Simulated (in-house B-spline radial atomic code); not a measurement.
## Ta7+: [Kr] (4d3/2)3 (4d5/2)5 4f14 5s2 5p6 (with a hole in an inner shell)

All numbers are computed (Dirac-Hartree-Fock, average of the jj configuration; Fermi nucleus of rms radius 5.3507 fm) with an all-electron radial atomic-structure program (B-spline basis), not measured.

Z_r = [3n² - l(l+1)]/(2<r>); Z_e = n√(-2ε); the last column is Slater's effective charge. Values are occupation-weighted means over j. An effective charge above Z reflects the relativistic contraction of the inner shells.

| shell | electrons | ε (eV) | <r> (bohr) | Z_r | Z_e | Slater |
| --- | --- | --- | --- | --- | --- | --- |
| 1s | 2 | -67972 | 0.01866 | 80.37 | 70.68 | 72.70 |
| 2s | 2 | -11921 | 0.07828 | 76.65 | 59.20 | 68.85 |
| 2p | 6 | -10525 | 0.07014 | 71.29 | 55.63 | 68.85 |
| 3s | 2 | -2886.1 | 0.2037 | 66.28 | 43.69 | 61.75 |
| 3p | 6 | -2458.2 | 0.2035 | 61.42 | 40.32 | 61.75 |
| 3d | 10 | -1926.1 | 0.1857 | 56.54 | 35.69 | 51.85 |
| 4s | 2 | -712.08 | 0.4568 | 52.54 | 28.94 | 45.25 |
| 4p | 6 | -566.08 | 0.4831 | 47.61 | 25.80 | 45.25 |
| 4d | 8 | -372.83 | 0.5169 | 40.62 | 20.94 | 34.55 |
| 5s | 2 | -188.28 | 1.05 | 35.71 | 18.60 | 17.05 |
| 4f | 14 | -154.84 | 0.5834 | 30.85 | 13.49 | 24.45 |
| 5p | 6 | -144.86 | 1.173 | 31.12 | 16.31 | 17.05 |

The least bound orbital is 5p3/2 at -141 eV, and it is also the most diffuse (<r> = 1.196 bohr). The part-filled 4d shell lies below the filled 5p shell in orbital energy.

For the 1s electron the small component carries 7.56 % of the norm, the zero-frequency Breit interaction raises the level by 232.7 eV, self-energy by 144.7 eV, and vacuum polarisation lowers it by 26.96 eV.
